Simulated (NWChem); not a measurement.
## Correlation energy of boron oxyfluoride (BFO)

```
B
O 1 1.2051
F 1 1.2827 2 180.00
```
Charge 0, spin multiplicity 1.

The numbers come from NWChem runs, not from measurements. Structure: optimised with PBE0/def2-SVP, a minimum by its harmonic frequencies.

Basis set: cc-pVDZ. Each correlation energy counts from its own Hartree-Fock reference.

The correlated methods keep 3 core orbitals frozen. Coupled-cluster values serve here as a point of comparison, not as the truth.

| method | correlation energy (mHa) |
|---|---|
| SCS-MP2 | ? |
| CR-CCSD[T] | ? |
| CR-CCSD(T) | -458.0 |
| CCSD+T(CCSD) | -461.9 |
| MP2 | -446.7 |
| CCSD(T) | -460.2 |
| RI-MP2 | -446.8 |
| CCSD | ? |

### Question
What belongs in the gaps?

### Answer

- SCS-MP2, correlation energy (mHa): -429.2
- CR-CCSD[T], correlation energy (mHa): -459.4
- CCSD, correlation energy (mHa): -448.5
